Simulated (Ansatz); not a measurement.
Computed with Ansatz on PBE0-D4/def2-TZVP structures; ΔE is electronic, products minus reactants. CCSD(T)/CBS is the MP2 limit (def2-TZVPP, def2-QZVPP) plus CCSD(T) − MP2 in def2-TZVPP, frozen cores. This one scheme is used for every species, atoms too. DFT in def2-TZVPP. B3LYP here is the variant with VWN-RPA as its local correlation; programs differ in this. Open shells (•) are unrestricted, without spin–orbit coupling. Spin–orbit coupling would lower the free atoms: a little for Al, B, C, O. Each species was taken in one conformer, which may not be the lowest.

Consider the atomization: `[AlH2][O]B1CC1` → Al• + B• + 2 C• + 6 H• + O•.

`[AlH2][O]B1CC1`:

```xyz
11

Al    0.969    1.677   -1.996
O     0.384    0.660   -0.787
B    -0.078   -0.137    0.162
C    -0.104   -0.537    1.633
C    -0.963   -1.310    0.565
H     2.288    1.231   -2.734
H     0.148    2.991   -2.288
H    -0.656    0.047    2.365
H     0.720   -1.088    2.079
H    -0.667   -2.335    0.360
H    -2.041   -1.199    0.644
```

| level | ΔE (kJ/mol) | difference from CCSD(T)/CBS |
| --- | --- | --- |
| r2SCAN-D4 | 4261.1 | 42.0 |
| B3LYP-D4 | 4231.7 | 12.6 |
| ωB97X-V | 4241.9 | 22.8 |
| B2PLYP | 4195.2 | -23.9 |
| r2SCAN | 4256.5 | 37.4 |
| PBE0 | 4225.4 | 6.3 |
| HF/def2-TZVPP | 3191.3 | -1027.8 |
| HF/def2-QZVPP | 3198.0 | -1021.1 |
| SCS-MP2/def2-QZVPP | 4242.4 | 23.3 |
| CCSD/CBS(def2) | 4164.1 | -55.0 |
| CCSD(T)/CBS | 4219.1 | 0 |

Largest T1 diagnostic among the species: 0.018.

From PBE to PBE0 (25 % exact exchange), in def2-TZVPP and without D4, ΔE moves by −58.0 kJ/mol: exact exchange takes away binding that semilocal exchange gives to molecules. The D4 term adds +29.2 kJ/mol with B3LYP and +15.4 kJ/mol with PBE0; it sums over pairs of atoms, weighted by their polarisabilities, and B3LYP, whose exchange is more repulsive, gets the larger term. In def2-TZVPP, CCSD(T) changes the Hartree–Fock value by +927.3 kJ/mol (the triples alone add +55.0 kJ/mol) and MP2 by +1014.3 kJ/mol; breaking electron pairs costs correlation energy, which Hartree–Fock lacks.

For atomizations the MP2-based limit and the directly extrapolated one differ by several kJ/mol either way, and by 10 to 25 for some Ge, Se and Sn compounds, so smaller differences from it don't rank the levels.
